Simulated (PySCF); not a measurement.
Compound: C4H2BrOP3.
Bonds: O1–C2 (double), C2–C3, C3–P4 (aromatic), P4–C5 (aromatic), C5–P6 (aromatic), P6–C7 (aromatic), C7–Br8, C7–P9 (aromatic), C3–P9 (aromatic). Hydrogens: H10 on C2; H11 on C5.

Theory: PBE0-D3(BJ)/def2-SVP geometry optimisation, gas phase in PySCF.

**Question.** What internal coordinates does the optimisation give?

**Answer.** 
| bond | length (Å) | order |
| --- | --- | --- |
| O1=C2 | 1.205 | double |
| C2–C3 | 1.493 | single |
| C3–P4 | 1.750 | aromatic |
| P4–C5 | 1.725 | aromatic |
| C5–P6 | 1.730 | aromatic |
| P6–C7 | 1.740 | aromatic |
| C7–Br8 | 1.901 | single |
| C7–P9 | 1.738 | aromatic |
| C3–P9 | 1.739 | aromatic |
| C2–H10 | 1.121 | single |
| C5–H11 | 1.100 | single |

Orders are formal, as drawn. A selection of angles:
| angle | degrees |
| --- | --- |
| O1–C2–C3 | 124.5 |
| O1–C2–H10 | 120.9 |
| C3–C2–H10 | 114.6 |
| C2–C3–P4 | 114.0 |
| C2–C3–P9 | 112.2 |
| P4–C3–P9 | 133.8 |
| C3–P4–C5 | 104.5 |
| P4–C5–P6 | 136.7 |
| P4–C5–H11 | 112.1 |
| P6–C5–H11 | 111.2 |
| C5–P6–C7 | 104.7 |
| P6–C7–Br8 | 113.1 |
| P6–C7–P9 | 134.0 |
| Br8–C7–P9 | 112.9 |
| C3–P9–C7 | 106.3 |

Torsions: O1–C2–C3–P4 -1° (synperiplanar).

The 9 heavy atoms lie in one plane (0.009 Å rms). The 6-membered ring C3–P4–C5–P6–C7–P9 has internal angles of 104.5° to 136.7° (sum 720°, against 720° for a flat polygon); it is planar, 0.00 Å rms from its mean plane, widest ring torsion 1°. P6 (phosphorus bonded to 2 C) is bent (angle 104.7°). P9 (phosphorus bonded to 2 C) is bent (angle 106.3°). The 6 C–P bonds span 1.725 Å (P4–C5, aromatic) to 1.750 Å (C3–P4, aromatic), a spread of 0.025 Å. P4 (phosphorus bonded to 2 C) is bent (angle 104.5°).

No frequency check. The numbers are those of one conformer.
